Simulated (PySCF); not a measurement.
## TDDFT excited states: F2H4P2Si

Species: SiH3PHPF2, F2H4P2Si.
SMILES with atom numbers: `[F:1][P:2]([F:3])[PH:4][SiH3:5]` (hydrogens: H6 on P4; H7, H8, H9 on Si5)

Computed, not measured: TDDFT CAM-B3LYP/def2-SVPD, vertical, gas phase, core orbitals frozen in the response (PySCF). Isolated species at its PBE0-D3(BJ)/def2-SVP geometry (one conformer only). Torsions of this conformer, `[F:1][P:2]([F:3])[PH:4][SiH3:5]`: F1–P2–P4–Si5 143°.

Q: Predict the UV-vis stick spectrum at this level.

A: 

```json
{"state": "S1", "E (eV)": "4.97", "E (hartree)": "0.1827", "f": "0.0096", "main configurations (H = HOMO, L = LUMO)": "H→L (93%)"}
{"state": "S2", "E (eV)": "5.70", "E (hartree)": "0.2095", "f": "0.174", "main configurations (H = HOMO, L = LUMO)": "H→L+1 (81%)"}
{"state": "S3", "E (eV)": "6.36", "E (hartree)": "0.2337", "f": "0.024", "main configurations (H = HOMO, L = LUMO)": "H→L+3 (49%), H→L+4 (21%), H-1→L+1 (17%)"}
{"state": "S4", "E (eV)": "6.47", "E (hartree)": "0.2376", "f": "0.116", "main configurations (H = HOMO, L = LUMO)": "H-1→L+1 (35%), H-1→L (31%), H→L+3 (17%)"}
{"state": "S5", "E (eV)": "6.50", "E (hartree)": "0.2387", "f": "0.0041", "main configurations (H = HOMO, L = LUMO)": "H→L+2 (50%), H-1→L (15%), H-1→L+1 (14%)"}
{"state": "S6", "E (eV)": "6.55", "E (hartree)": "0.2407", "f": "0.060", "main configurations (H = HOMO, L = LUMO)": "H-1→L (36%), H→L+2 (25%), H-1→L+1 (22%)"}
{"state": "S7", "E (eV)": "6.94", "E (hartree)": "0.2551", "f": "0.096", "main configurations (H = HOMO, L = LUMO)": "H→L+4 (64%), H→L+3 (15%)"}
{"state": "S8", "E (eV)": "7.48", "E (hartree)": "0.2748", "f": "0.0090", "main configurations (H = HOMO, L = LUMO)": "H→L+5 (73%)"}
{"state": "S9", "E (eV)": "7.56", "E (hartree)": "0.2778", "f": "0.019", "main configurations (H = HOMO, L = LUMO)": "H-1→L+2 (70%), H→L+5 (11%)"}
{"state": "S10", "E (eV)": "7.77", "E (hartree)": "0.2857", "f": "0.066", "main configurations (H = HOMO, L = LUMO)": "H-1→L+3 (57%), H→L+7 (22%)"}
```

Triplets, Tamm–Dancoff:

```csv
state,E (eV),λ (nm),"main configurations (H = HOMO, L = LUMO)"
T1,4.18,296.9,H→L (74%)
T2,4.28,289.5,H→L+1 (82%)
T3,5.50,225.5,"H-1→L+1 (36%), H→L+3 (25%), H→L+4 (18%)"
T4,5.57,222.8,"H-1→L (29%), H→L+2 (20%), H→L+3 (11%)"
```

The lowest singlet comes at 249 nm (480 kJ/mol) in the ultraviolet; it is weak; its leading configuration is HOMO→LUMO (93%). The strongest level in the table is S2 at 5.70 eV (218 nm, f = 0.174). Löwdin shares by element: HOMO phosphorus 77%, fluorine 15%; LUMO phosphorus 52%, silicon 14%, fluorine 11% or more (atoms not listed hold the other 22%). The oscillator strengths of these states sum to 0.578; summed over the whole spectrum of an exact calculation they would give the number of electrons, 66 (Thomas–Reiche–Kuhn). Weighted by f, the mean energy of these states is 6.49 eV. Of the 10 states listed, 7 reach f = 0.01 and none stays under 0.0005. No computed singlet lies in the visible range (380 to 750 nm); the lowest, at 249 nm, stands 1.71 eV above its violet end (3.26 eV). The vertical ionisation energy (ΔSCF) is 9.43 eV, 1.65 eV above S10. The window holds the lowest 10 singlets.

On one thread of an Arm Neoverse V1, on a shared host, this took 66 s of wall time (grids of density and orbitals included) and 0.75 GiB of memory at its peak.
